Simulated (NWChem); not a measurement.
System: CH₆F₂Si₂; SMILES [SiH2]([SiH3])C(F)F

Input file for NWChem:

```
start job
memory heap 200 mb stack 900 mb global 1100 mb
geometry units angstroms noautosym nocenter noautoz
  F     -0.331454     1.391318    -1.418590
  C      0.256466     1.427297    -0.172051
  F     -0.742704     1.640171     0.753769
  Si     1.073631    -0.283006     0.178558
  Si    -0.601448    -1.923353     0.048980
  H      0.916409     2.303747    -0.147517
  H      1.698217    -0.224086     1.529120
  H      2.145735    -0.494513    -0.833103
  H     -1.212881    -1.928072    -1.305886
  H     -0.014955    -3.266324     0.314202
  H     -1.660985    -1.657120     1.056966
end
basis spherical
  * library 6-31g*
end
dft
  xc b3lyp
  iterations 150
end
property
  response 1 0.0773
end
task dft property
```

Excerpt of the output:

```
             Northwest Computational Chemistry Package (NWChem) 7.3.0
             --------------------------------------------------------

                             Geometry "geometry" -> ""
                             -------------------------

 Output coordinates in angstroms (scale by  1.889725989 to convert to a.u.)

  No.       Tag          Charge          X              Y              Z
 ---- ---------------- ---------- -------------- -------------- --------------
    1 F                    9.0000    -0.33145400     1.39131800    -1.41859000
    2 C                    6.0000     0.25646600     1.42729700    -0.17205100
    3 F                    9.0000    -0.74270400     1.64017100     0.75376900
    4 Si                  14.0000     1.07363100    -0.28300600     0.17855800
    5 Si                  14.0000    -0.60144800    -1.92335300     0.04898000
    6 H                    1.0000     0.91640900     2.30374700    -0.14751700
    7 H                    1.0000     1.69821700    -0.22408600     1.52912000
    8 H                    1.0000     2.14573500    -0.49451300    -0.83310300
    9 H                    1.0000    -1.21288100    -1.92807200    -1.30588600
   10 H                    1.0000    -0.01495500    -3.26632400     0.31420200
   11 H                    1.0000    -1.66098500    -1.65712000     1.05696600

 Effective nuclear repulsion energy (a.u.)     294.7032198510

                              NWChem Property Module
                              ----------------------

                                 NWChem DFT Module
                                 -----------------

 Summary of "ao basis" -> "ao basis" (spherical)
 ------------------------------------------------------------------------------
       Tag                 Description            Shells   Functions and Types
 ---------------- ------------------------------  ------  ---------------------
 F                           6-31g*                  6       14   3s2p1d
 C                           6-31g*                  6       14   3s2p1d
 Si                          6-31g*                  8       18   4s3p1d
 H                           6-31g*                  2        2   2s

            General Information
            -------------------
          SCF calculation type: DFT
          Wavefunction type:  closed shell.
          No. of atoms     :    11
          No. of electrons :    58
           Alpha electrons :    29
            Beta electrons :    29
          Charge           :     0
          Spin multiplicity:     1
          Use of symmetry is: off; symmetry adaption is: off
          Maximum number of iterations: 150
          AO basis - number of functions:    90
                     number of shells:    46
          Convergence on energy requested:  1.00D-06
          Convergence on density requested:  1.00D-05
          Convergence on gradient requested:  5.00D-04

              XC Information
              --------------
                         B3LYP Method XC Potential
                     Hartree-Fock (Exact) Exchange  0.200
                        Slater Exchange Functional  0.800 local
                    Becke 1988 Exchange Functional  0.720 non-local
              Lee-Yang-Parr Correlation Functional  0.810
                  VWN I RPA Correlation Functional  0.190 local

             Grid Information
             ----------------
          Grid used for XC integration:  medium
          Radial quadrature: Mura-Knowles
          Angular quadrature: Lebedev.
          Tag              B.-S. Rad. Rad. Pts. Rad. Cut. Ang. Pts.
          ---              ---------- --------- --------- ---------
          F                   0.50       49          12.0       434
          C                   0.70       49          11.0       434
          Si                  1.10       88          11.0       590
          H                   0.35       45          13.0       434
          Grid pruning is: on
          Number of quadrature shells:   593
          Spatial weights used:  Erf1

      Superposition of Atomic Density Guess
      -------------------------------------

 Sum of atomic energies:        -817.02892847

      Non-variational initial energy
      ------------------------------

 Total energy =    -818.445600
 1-e energy   =   -1720.589902
 2-e energy   =     607.441082
 HOMO         =      -0.291496
 LUMO         =       0.065528

   convergence    iter        energy       DeltaE   RMS-Dens  Diis-err
 ---------------- ----- ----------------- --------- --------- ---------
 d= 0,ls=0.0,diis     1   -820.2431289523 -1.11D+03  1.41D-02  9.37D-01
 d= 0,ls=0.0,diis     2   -820.1779810328  6.51D-02  7.20D-03  1.92D+00
 d= 0,ls=0.0,diis     3   -820.3532377896 -1.75D-01  1.18D-03  2.20D-02
 d= 0,ls=0.0,diis     4   -820.3547819847 -1.54D-03  4.68D-04  3.13D-03
 d= 0,ls=0.0,diis     5   -820.3550876402 -3.06D-04  1.17D-04  9.08D-05
  Resetting Diis
 d= 0,ls=0.0,diis     6   -820.3551007844 -1.31D-05  2.66D-05  3.61D-06
 d= 0,ls=0.0,diis     7   -820.3551014716 -6.87D-07  8.04D-06  1.39D-07

         Total DFT energy =     -820.355101471640
      One electron energy =    -1723.520369953420
           Coulomb energy =      678.971153546417
    Exchange-Corr. energy =      -70.509104915625
 Nuclear repulsion energy =      294.703219850988

 Numeric. integr. density =       58.000019849947

                       DFT Final Molecular Orbital Analysis
                       ------------------------------------

 Vector   27  Occ=2.000000D+00  E=-3.476213D-01
              MO Center= -3.2D-02, -1.2D+00,  7.2D-02, r^2= 4.8D+00
   Bfn.  Coefficient  Atom+Function         Bfn.  Coefficient  Atom+Function
  ----- ------------  ---------------      ----- ------------  ---------------
    69      0.303252   5 Si pz               51     -0.243215   4 Si pz
    86     -0.215049   9 H  s                90      0.214981  11 H  s
    82     -0.194822   7 H  s                84      0.194817   8 H  s
    85     -0.192414   9 H  s                89      0.192350  11 H  s
    81     -0.161750   7 H  s                83      0.161747   8 H  s

 Vector   28  Occ=2.000000D+00  E=-3.138355D-01
              MO Center=  3.6D-01, -3.4D-01,  4.9D-02, r^2= 4.0D+00
   Bfn.  Coefficient  Atom+Function         Bfn.  Coefficient  Atom+Function
  ----- ------------  ---------------      ----- ------------  ---------------
    49      0.382747   4 Si px               67     -0.242874   5 Si px
    32     -0.204398   3 F  py                4     -0.199005   1 F  py
    68     -0.192758   5 Si py               48     -0.189123   4 Si s
    82      0.157904   7 H  s                84      0.157911   8 H  s
    18      0.156058   2 C  py               45     -0.151034   4 Si px

 Vector   29  Occ=2.000000D+00  E=-2.938804D-01
              MO Center=  1.8D-01,  2.4D-01, -5.1D-02, r^2= 4.0D+00
   Bfn.  Coefficient  Atom+Function         Bfn.  Coefficient  Atom+Function
  ----- ------------  ---------------      ----- ------------  ---------------
    50      0.376463   4 Si py               18     -0.324939   2 C  py
     4      0.242428   1 F  py               32      0.241835   3 F  py
    80     -0.204783   6 H  s                68     -0.197377   5 Si py
    67     -0.182654   5 Si px                8      0.176567   1 F  py
    36      0.176420   3 F  py               20      0.158881   2 C  s

 Vector   30  Occ=0.000000D+00  E= 1.581635D-03
              MO Center=  6.1D-01, -7.6D-01,  1.5D-01, r^2= 4.9D+00
   Bfn.  Coefficient  Atom+Function         Bfn.  Coefficient  Atom+Function
  ----- ------------  ---------------      ----- ------------  ---------------
    54      0.926748   4 Si py               20     -0.724993   2 C  s
    72      0.508293   5 Si py               88      0.448713  10 H  s
    70      0.434116   5 Si s                86     -0.269899   9 H  s
    90     -0.270270  11 H  s                82      0.252495   7 H  s
    84      0.252497   8 H  s                21     -0.241462   2 C  px

 Vector   31  Occ=0.000000D+00  E= 1.679919D-02
              MO Center=  1.7D-01, -1.1D+00,  9.9D-02, r^2= 6.8D+00
   Bfn.  Coefficient  Atom+Function         Bfn.  Coefficient  Atom+Function
  ----- ------------  ---------------      ----- ------------  ---------------
    52      1.262838   4 Si s                70     -1.257966   5 Si s
    53     -1.095357   4 Si px               71     -1.017270   5 Si px
    72     -0.813693   5 Si py               54     -0.717729   4 Si py
    66     -0.247460   5 Si s                48      0.242819   4 Si s
    67     -0.238082   5 Si px               49     -0.230565   4 Si px

 Vector   32  Occ=0.000000D+00  E= 1.891115D-02
              MO Center=  2.2D-01, -1.1D+00,  1.1D-01, r^2= 4.6D+00
   Bfn.  Coefficient  Atom+Function         Bfn.  Coefficient  Atom+Function
  ----- ------------  ---------------      ----- ------------  ---------------
    73      0.700239   5 Si pz               86      0.618841   9 H  s
    90     -0.618510  11 H  s                55      0.561051   4 Si pz
    82     -0.554515   7 H  s                84      0.554468   8 H  s
    51      0.271604   4 Si pz               69      0.250855   5 Si pz
    71     -0.132119   5 Si px               77     -0.123223   5 Si d  1

     Multipole analysis of the density
     ---------------------------------

[...]

 DFT Linear Response polarizability / au
 Frequency  =       0.0773000 / au
 Wavelength =     589.4353558 / nm
              X              Y              Z
 -----------------------------------------------
 X      63.4410214      8.5069932      0.9146183
 Y       8.5070306     69.9871573     -0.2786495
 Z       0.9146140     -0.2786566     53.6785812
 -----------------------------------------------
 Eigenvalues =      57.8005859     75.8327700     53.4734039
 Isotropic   =      62.3689200
 Anisotropic =      20.5405139
 -----------------------------------------------

 Magnetic Dipole Response Matrix (nonzero elements):
```

Level: B3LYP/6-31G* (spherical d). All runs use the structure optimised with B3LYP/6-31G* (spherical d).
